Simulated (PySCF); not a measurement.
Two species compared at the same levels of theory.

First species: C5H10N2Si2.
SMILES: `N[Si@@H]([SiH3])c1ccncc1`

Second species: CH₆N₂OSi.
SMILES: `[SiH2](NC=O)N`

Levels: CAM-B3LYP/def2-SVPD for dipole moment, HOMO energy, LUMO energy, HOMO–LUMO gap, static isotropic polarisability and electronic spatial extent ⟨r²⟩ about the centre of nuclear charge; TDDFT CAM-B3LYP/def2-SVPD for lowest singlet excitation; TDA CAM-B3LYP/def2-SVPD for lowest triplet excitation (Tamm–Dancoff); PBE0-D3(BJ)/def2-SVP for rotational constant A and rotational constant C. Geometries: PBE0-D3(BJ)/def2-SVP. Each structure is a single optimised conformer of the isolated species, non-relativistic unless stated. Electronic properties by PySCF.

The conformers computed, where there is a choice (atom-mapped SMILES and torsion angles):
- `[NH2:1][Si@@H:2]([SiH3:3])[c:4]1[cH:5][cH:6][n:7][cH:8][cH:9]1`: N1–Si2–C4–C5 155°, H–N1–Si2–Si3 180°, H–N1–Si2–Si3 41°
- `[NH2:1][SiH2:2][NH:3][CH:4]=[O:5]`: N1–Si2–N3–C4 60°, Si2–N3–C4–O5 -2°, H–N1–Si2–N3 -67°, H–N1–Si2–N3 71°

Values for the first species:

```
Dipole moment                                                     : 2.98 D
HOMO energy                                                       : -8.71 eV
LUMO energy                                                       : -0.20 eV
HOMO–LUMO gap                                                     : 8.51 eV
Lowest singlet excitation                                         : 4.76 eV
Lowest triplet excitation (Tamm–Dancoff)                          : 4.10 eV
Static isotropic polarisability                                   : 128.1 au
Electronic spatial extent ⟨r²⟩ about the centre of nuclear charge : 1985 bohr²
Rotational constant A                                             : 2.129 GHz
Rotational constant C                                             : 0.606 GHz
```

Task: Estimate the same properties for the second species, and the change in each.

Result: 
```
                                                         property       first     second  second less first
                                                    dipole moment      2.98 D     3.32 D            +0.34 D
                                                      HOMO energy    -8.71 eV   -8.97 eV           -0.26 eV
                                                      LUMO energy    -0.20 eV    0.90 eV           +1.10 eV
                                                    HOMO–LUMO gap     8.51 eV    9.87 eV           +1.36 eV
                                        lowest singlet excitation     4.76 eV    5.52 eV           +0.76 eV
                         lowest triplet excitation (Tamm–Dancoff)     4.10 eV    5.04 eV           +0.94 eV
                                  static isotropic polarisability    128.1 au    57.8 au           -70.3 au
electronic spatial extent ⟨r²⟩ about the centre of nuclear charge  1985 bohr²  557 bohr²        -1428 bohr²
                                            rotational constant A   2.129 GHz  6.947 GHz         +4.818 GHz
                                            rotational constant C   0.606 GHz  2.326 GHz         +1.720 GHz
```

On the first: A dipole of 2.98 D is allowed in C1, and pure rotational transitions are dipole-allowed. The polarisability is 18.98 Å³ as a volume (1 au = 0.148185 Å³), or 1.56 au for each of the 82 electrons.

On the second: The principal polarisabilities are 48.6, 60.1 and 64.7 au; their mean is the isotropic value. The vertical singlet–triplet gap S1 − T1 is 0.48 eV (TDDFT singlet less Tamm–Dancoff triplet; S1: HOMO→LUMO, weight 0.36; T1: HOMO→LUMO, weight 0.34).
